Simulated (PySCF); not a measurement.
# Be (beryllium, neutral) across methods

[He] 2s2, closed-shell 1S. Computed with PySCF 2.14 in cc-pVQZ (5s4p3d2f1g, 55 functions), with no relativity, point nucleus.

```csv
method,E (hartree),mean ε 1s (eV),mean ε 2s (eV),Σ⟨r²⟩ (bohr²),⟨S²⟩
PBE,-14.6290,-106.09,-5.606,16.73,0.000
HSE06,-14.6384,-111.52,-6.092,16.72,0.000
M06,-14.6609,-112.09,-6.308,16.59,0.000
LDA,-14.4465,-104.86,-5.596,16.99,0.000
PBE0,-14.6361,-111.91,-6.492,16.71,0.000
B97-3,-14.6655,-112.51,-6.535,16.56,0.000
r2SCAN,-14.6486,-108.58,-5.740,16.88,0.000
UHF,-14.57297,-128.78,-8.415,17.31,0.000
```

Problem. Estimate the same row for r2SCAN0.

Solution. E (hartree) = -14.6503; mean ε 1s (eV) = -113.73; mean ε 2s (eV) = -6.543; Σ⟨r²⟩ (bohr²) = 16.88; ⟨S²⟩ = 0.000.
